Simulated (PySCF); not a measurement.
# Ionisation energy of Ne²⁺ by level of theory

Ne²⁺ [He] 2s2 2p4 (3P) → Ne³⁺ [He] 2s2 2p3 (4S), as a difference of total energies. Computed with PySCF 2.14 in cc-pVTZ-DK (4s3p2d1f, 30 functions), with scalar relativity by spin-free X2C-1e. Correlated levels: valence: 1s2 frozen. The calculations carry no spin-orbit coupling.

```csv
method,ionisation energy (eV),error (eV)
UHF,61.803,-1.620
PBE,63.852,+0.429
r2SCAN,63.589,+0.166
MP2 (valence),62.971,-0.452
SCS-MP2 (valence),63.071,-0.352
CCSD (valence),63.002,-0.421
CCSD(T) (valence),63.018,-0.405
```

Reference: 63.423 eV (measured; NIST Atomic Spectra Database, ionization energies).

Errors of the correlated levels include the incompleteness of this basis and the frozen core.
